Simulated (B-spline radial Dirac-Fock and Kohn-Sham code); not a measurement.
Anomalous scattering factors of Rh, 6.4039 keV to 20.01 keV

Model: the dispersion relation over Dirac-Hartree-Slater subshell photoionisation cross sections, with the Kissel-Pratt high-energy constant (isolated atom, no bound-bound lines or fine structure). Program: an atomic code on a B-spline grid. The forward scattering factor is f₀ + f′ + i f″.

Edges near this range: K 23220.0 eV.

```tsv
hν (eV)	λ (Å)	f′ (e)	f″ (e)	tabulated f′	tabulated f″
6403.9	1.936	0.073	5.363	0.06	5.24
6588	1.882	0.098	5.117	0.08	5.00
6589	1.882	0.098	5.115	0.08	5.00
6930.3	1.789	0.124	4.703	0.11	4.59
8047.8	1.541	0.094	3.655	0.08	3.58
9251.7	1.340	-0.028	2.879	-0.04	2.83
9256	1.340	-0.028	2.877	-0.04	2.83
10810	1.147	-0.223	2.198	-0.23	2.14
11100	1.117	-0.260	2.098	-0.27	2.04
12000	1.033	-0.376	1.830	-0.39	1.78
12200	1.016	-0.402	1.778	-0.41	1.73
15000	0.8266	-0.758	1.232	-0.77	1.20
17479.3	0.7093	-1.102	0.935	-1.11	0.90
17530	0.7073	-1.110	0.930	-1.12	0.90
20010	0.6196	?	?	?	?
```

Q: What are f′ and f″ at 20010 eV?

A: f′ = -1.588 and f″ = 0.732 electrons (tables: -1.60 and 0.71). By the optical theorem f″ corresponds to a photoabsorption cross section 2 rₑ λ f″ = 2550 b.

Tabulated f′: xraylib 4.2 anomalous scattering factors (Cullen et al., EPDL97); f″: Chantler's tables (J. Phys. Chem. Ref. Data 1995 and 2000). Both are theoretical tables.

Values without a named source are computed, but for edge energies of neutral atoms, which are taken from tables.
